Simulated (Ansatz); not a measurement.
`CC[Te]B(O)O` + `N[SiH2]C=O` → `CN[SiH2]C=O` + `C[Te]B(O)O`  (substitution at a C–C bond)

Isolated molecules relaxed with PBE0-D4/def2-TZVP in Ansatz; ΔE leaves out vibrations. CBS: MP2 limit from def2 TZ/QZ plus the TZ coupled-cluster correction, frozen cores. Functionals use def2-TZVPP. def2 core potentials past Kr. For Te outer-core shells are correlated without core-valence functions, which leaves a few kJ/mol of doubt a bond. One conformer a species, not always the lowest.

| level | ΔE (kcal/mol) |
| --- | --- |
| PBE-D4 | 8.6 |
| r2SCAN-D4 | 9.0 |
| ωB97M-V | 8.8 |
| PBE | 8.2 |
| HF/def2-TZVPP | 6.1 |
| MP2/def2-TZVPP | 10.0 |
| SCS-MP2/def2-TZVPP | 8.9 |
| CCSD(T)/def2-TZVPP | 9.0 |

(1) What does CCSD(T)/CBS give? (Best estimate.)

Largest T1 diagnostic among the species: 0.014.

Results:

(1) Computed: +9.4 kcal/mol. The listed levels differ from it by -0.8, -0.4, -0.6, -1.2, -3.3, 0.6, -0.5, -0.4 kcal/mol.

In def2-TZVPP, CCSD(T) changes the Hartree–Fock value by +2.9 kcal/mol (the triples alone add +0.4 kcal/mol) and MP2 by +3.9 kcal/mol.
